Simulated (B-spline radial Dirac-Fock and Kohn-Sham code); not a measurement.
## Auger decay of the 4d3/2 hole in Dy³⁺

System: Dy³⁺, [Xe] 4f9.

Input of the calculation (task.json; shells as n, l, electrons):

```json
{"items": [{
  "Z": 66,
  "q": 3,
  "cfg": [[1, 0, 2], [2, 0, 2], [2, 1, 6], [3, 0, 2], [3, 1, 6], [3, 2, 10], [4, 0, 2], [4, 1, 6], [4, 2, 10], [4, 3, 9], [5, 0, 2], [5, 1, 6]],
  "A": 164,
  "rrms": 5.2218,
  "do": ["binding", "quiet", "decay"],
  "holes": ["K", "L1", "L2", "L3", "M1", "M2", "M3", "M4", "M5", "N1", "N2", "N3", "N4", "N5"]
}]}
```

Launch: `python xray_run.py task.json out`

Method: one-electron (LDA, Dirac) transition rates at Dirac-Fock energies. Computed with an atomic code on a B-spline grid. Kinetic energies are configuration averages from the vacuum level; the two-hole energies are estimated from single-hole states.

| transition | kinetic energy (eV) | width (meV) | share (%) |
| --- | --- | --- | --- |
| N4-N6O1 | 58.70 | 293 | 9.0 |
| N4-N7O1 | 59.69 | 29.8 | 0.9 |
| N4-O2O3 | 70.96 | 16.2 | 0.5 |
| N4-N6O2 | 85.26 | 231 | 7.1 |
| N4-N7O2 | 86.16 | 74.7 | 2.3 |
| N4-N6O3 | 90.93 | 381 | 11.7 |
| N4-N7O3 | 91.95 | 28.4 | 0.9 |
| N4-N6N6 | 101.6 | 518 | 15.9 |
| N4-N6N7 | 102.6 | 1610 | 49.5 |
| N4-N7N7 | 103.6 | 19.8 | 0.6 |

Coster-Kronig rates are the weakest part of this model and often come out 1.5 to 2.5 times too large. Super-Coster-Kronig decay this fast strains the one-particle picture, and such widths tend to come out too large. The listed channels hold 98 % of the non-radiative rate. Summed by principal shells, of 3.25 eV in all: NNN 66.0 %, NNO 31.9 %, NOO 2.1 %.
